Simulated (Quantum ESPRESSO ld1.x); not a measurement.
Results of a calculation; reference values are marked as such.
The cerium ion Ce+, configuration [Xe] 4f3 (not the ground configuration).

Level of theory: scalar-relativistic Kohn-Sham, LDA (Slater exchange, VWN5 correlation), spin-polarised, spherical densities, point nucleus; open shells are filled with parallel spins first (ld1.x of Quantum ESPRESSO 7.5).

Energy parts (Ry):
total: -17707.242
kinetic: 18763.808
electron-nucleus: -42928.325
Hartree: 6863.508
exchange-correlation: -406.233

Orbitals (lengths in bohr, moments of r in powers of bohr; <r^-3> diverges for s and p1/2):
| orbital | occ. | eigenvalue (Ry) | <1/r> | <r^-3> |
|---|---|---|---|---|
| 1s down | 1 | -2956.45 | 63.29 | - |
| 1s up | 1 | -2956.45 | 63.29 | - |
| 2s up | 1 | -473.050 | 14.59 | - |
| 2s down | 1 | -473.050 | 14.59 | - |
| 2p up | 3 | -423.837 | 13.82 | 7966 |
| 2p down | 3 | -423.837 | 13.82 | 7966 |
| 3s up | 1 | -101.371 | 5.293 | - |
| 3s down | 1 | -101.331 | 5.294 | - |
| 3p up | 3 | -85.7171 | 5.014 | 1594 |
| 3p down | 3 | -85.6779 | 5.016 | 1595 |
| 3d up | 5 | -63.4258 | 4.759 | 218.7 |
| 3d down | 5 | -63.3948 | 4.761 | 218.8 |
| 4s up | 1 | -20.1313 | 2.206 | - |
| 4s down | 1 | -20.0188 | 2.207 | - |
| 4p up | 3 | -15.0370 | 2.031 | 342.0 |
| 4p down | 3 | -14.9228 | 2.032 | 342.3 |
| 4d up | 5 | -7.71328 | 1.762 | 38.06 |
| 4d down | 5 | -7.59714 | 1.763 | 38.10 |
| 5s up | 1 | -2.96610 | 0.8470 | - |
| 5s down | 1 | -2.87707 | 0.8415 | - |
| 5p up | 3 | -1.76297 | 0.7081 | 44.87 |
| 5p down | 3 | -1.68854 | 0.7013 | 43.72 |
| 4f up | 3 | -0.20743 | 0.9806 | 3.007 |
| 4f down | 0 | -0.12132 | 0.7602 | 2.167 |

The highest occupied level is 4f up at -2.822 eV. Spin moment in Bohr magnetons: 3. Summed over all electrons, <r^2> = 55.89 bohr^2, which gives a Langevin (diamagnetic) susceptibility term of -44.3 x 10^-6 cm^3/mol.
